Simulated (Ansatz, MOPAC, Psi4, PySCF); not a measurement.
System: CH3Be, net charge 0, doublet state. SMILES: [CH3][Be]
Structure (B3LYP-D3(BJ)/def2-TZVP (Ansatz, a program for electronic structure) minimum search):
```
C
H 1 1.0954
H 1 1.0954 2 107.40
H 1 1.0954 2 107.40 3 115.26
Be 1 1.6857 2 111.47 3 -122.37
```
Charge 0, spin multiplicity 2.

Property: vertical electron affinity to the singlet, in eV. Conventions: spin-orbit terms left out; 6-311+G** with 5d; 6-31G* and kin with 6d, 5d where marked; dispersion terms only where a functional's name holds one; each state is the SCF solution reached for its charge and spin; UHF or UKS for open shells; non-relativistic; valence correlation only. Ab initio and DFT rows: single points at B3LYP-D3(BJ) geometries (Ansatz). Semi-empirical rows: differences of heats of formation at the shared geometry for vertical values. The spin state of an ion or metal species was assumed, not searched.

```json
[
 {"level": "PM3", "program": "MOPAC", "vertical electron affinity to the singlet (eV)": "0.34"},
 {"level": "MNDO", "program": "MOPAC", "vertical electron affinity to the singlet (eV)": "-0.80"},
 {"level": "HF/6-311+G**", "program": "Ansatz", "vertical electron affinity to the singlet (eV)": "-0.50"},
 {"level": "B3LYP/STO-3G", "program": "Ansatz", "vertical electron affinity to the singlet (eV)": "-3.90"},
 {"level": "B3LYP/3-21G", "program": "Ansatz", "vertical electron affinity to the singlet (eV)": "-0.59"},
 {"level": "B3LYP/6-31G*", "program": "Ansatz", "vertical electron affinity to the singlet (eV)": "-0.71"},
 {"level": "B3LYP/6-311+G**", "program": "Ansatz", "vertical electron affinity to the singlet (eV)": "0.56"},
 {"level": "M06-2X/6-31G* (5d)", "program": "PySCF", "vertical electron affinity to the singlet (eV)": "-0.73"},
 {"level": "wB97X-D/6-31G*", "program": "Psi4", "vertical electron affinity to the singlet (eV)": "-0.71"},
 {"level": "MP2/6-31G*", "program": "Ansatz", "vertical electron affinity to the singlet (eV)": "-1.18"},
 {"level": "B3LYP/def2-TZVPD", "program": "Ansatz", "vertical electron affinity to the singlet (eV)": "0.48"},
 {"level": "M06-2X/def2-TZVPD", "program": "PySCF", "vertical electron affinity to the singlet (eV)": "0.38"},
 {"level": "wB97M-V/def2-TZVPD", "program": "Ansatz", "vertical electron affinity to the singlet (eV)": "0.54"}
]
```

No value to compare with is used here. The 10 habitual levels span -3.90 (B3LYP/STO-3G) to 0.56 eV (B3LYP/6-311+G**); M06-2X/def2-TZVPD gives 0.38.

The levels are drawn from those run, B3LYP/6-31G* more often than the rest, none by its result; runs whose electronic state is in doubt are left out.
